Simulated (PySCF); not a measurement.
borazine (B3H6N3), SMILES B1NBNBN1.

Geometry optimised at B3LYP-D3(BJ)/def2-SVP.

Level of theory: PySCF with M06-2X/def2-TZVP.

total energy: -242.66647 hartree
point group: D3h
highest occupied level: -9.44 eV
lowest empty level: 1.20 eV
orbital gap: 10.64 eV
dipole moment: 0.00 D
quadrupole, principal values (traceless, Buckingham form, about the centre of nuclear charge): -4.37, 2.19, 2.19 D·Å
mean static polarisability: 58.8 bohr³ (8.71 Å³)
polarisability, principal values: 41.2, 67.6, 67.6 bohr³
